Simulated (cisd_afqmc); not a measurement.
Input (AFQMC/CISD/def2-QZVPPD; cisd_afqmc is a phaseless AFQMC code with CISD trial states that reads the integrals written by Ansatz): A basis named .json is the Basis Set Exchange file of that set.

Ansatz 0.2 input:
```python
import cisd_afqmc

open("ham.yaml", "w").write("""\
crystal:
  periodic: [false, false, false]
  atoms:
    - {symbol: As, position_ang: [0.00000000, 0.00000000, 0.00000000]}
basis:
  gaussian:
    orbitals: def2-QZVPPD.json
magnetization: {spin_polarized: true, initial_magnetization: 3}
correlation: {method: ccsd, electrons: outside_noble_gas, hamiltonian_folder: ham}
scf: {lower_state_search: full}
""")
rep = cisd_afqmc.ansatz("ham.yaml")
e_ccsd = rep["correlation"]["coupled_cluster"]["energy"]["hartree"]
out = cisd_afqmc.run("ham", e_ccsd, trial="CISD", walkers=100, populations=8, threads=8, dt=0.005, steps=40, early=24, settle=10, least=32,
    cut=5e-5, rank_cut=2e-4, target=0.0004, seconds=1500, seed=1, memory=12960, gpu=False)
```

Output:

```
orbitals 81, occupied [4, 1], factors 468 of 620, rank of the doubles 150 of 388
E(HF) = -2234.239146
E(CCSD) on the cut factors = -2234.328798, shift to the whole factors 0.000001
Energy of the trial state on the determinant = -2234.328722
  tau behind 7.2 of longer steps, mean of the populations' last blocks
   2.0  -2234.33257
   4.0  -2234.33299
   6.0  -2234.33297
   8.0  -2234.33289
blocks 320 (0 outliers left out), error by blocks joined: 1: 0.00005, 2: 0.00006, 4: 0.00008, 8: 0.00010, 16: 0.00013
E(AFQMC/CISD) = -2234.33292 +/- 0.00013
```

The error still grows at the longest joins of blocks, or few joins were possible, so the printed bar may be too narrow.
